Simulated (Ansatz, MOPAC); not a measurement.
System: InH2, net charge 0, doublet state. SMILES: [InH2]

Atoms: In1, H2, H3. Bonds: In1-H2, In1-H3.

Bond lengths (Å) and angles (degrees) optimised at PM6 with MOPAC; PM7 with MOPAC; HF/3-21G with Ansatz (a program for electronic structure); B3LYP/LANL2DZ with Ansatz; B3LYP/6-31G* with LANL2DZ past Ar with Ansatz; MP2/6-31G* with LANL2DZ past Ar with Ansatz, each started from the B3LYP-D3(BJ)/def2-TZVP structure (Ansatz) of the last column. A row stands for all coordinates that are equal there. 6-31G* holds six Cartesian d functions. No wavenumbers were computed at PM7, B3LYP/LANL2DZ, MP2/6-31G* with LANL2DZ past Ar, so these may be saddle points.

```
coordinate    PM6    PM7  HF/3-21G  B3LYP/LANL2DZ  B3LYP/6-31G* with LANL2DZ past Ar  MP2/6-31G* with LANL2DZ past Ar  B3LYP-D3(BJ)/def2-TZVP
----------  -----  -----  --------  -------------  ---------------------------------  -------------------------------  ----------------------
In1-H2      1.844  1.731     1.790          1.769                              1.772                            1.769                   1.773
H2-In1-H3   114.9  114.3     118.6          118.0                              118.0                            118.5                   119.9
```

Mean signed difference of all 2 bond lengths from B3LYP-D3(BJ)/def2-TZVP: PM6 0.071 Å, PM7 -0.042 Å, HF/3-21G 0.017 Å, B3LYP/LANL2DZ -0.004 Å, B3LYP/6-31G* with LANL2DZ past Ar -0.001 Å, MP2/6-31G* with LANL2DZ past Ar -0.004 Å.
